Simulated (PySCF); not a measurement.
# Working out the ionisation energy of Ni⁺

Ni⁺ [Ar] 3d9 (2D) → Ni²⁺ [Ar] 3d8 (3F). Calculation: PySCF 2.14, in x2c-TZVPPall with one added diffuse shell each of s, p, d, f type (7s6p5d3f1g, 80 functions); the spin-free X2C one-electron Hamiltonian (Gaussian nucleus). Frozen: [Ar]. Energies in hartree (1 hartree = 27.21139 eV):

```csv
part,Ni⁺ (lower),Ni²⁺ (upper)
UHF,-1518.787345,-1518.235476
CCSD correlation,-0.331649,-0.239856
(T),-0.012631,-0.005050
```

Problem. What does Hartree-Fock give?

Solution. (-1518.235476) − (-1518.787345) = 0.551869 hartree = 15.017 eV.

Problem. What do CCSD and CCSD(T) give?

Solution. The CCSD correlation energies differ by 0.091793 hartree = 2.498 eV and the triples by 0.007581 hartree = 0.206 eV, so CCSD gives 17.515 eV and CCSD(T) 17.721 eV.

Reference: 18.169 eV (measured; NIST Atomic Spectra Database, ionization energies), between the lowest levels; spin-orbit coupling is absent from the calculation.

What remains against the reference includes basis incompleteness, the frozen core and higher excitations.
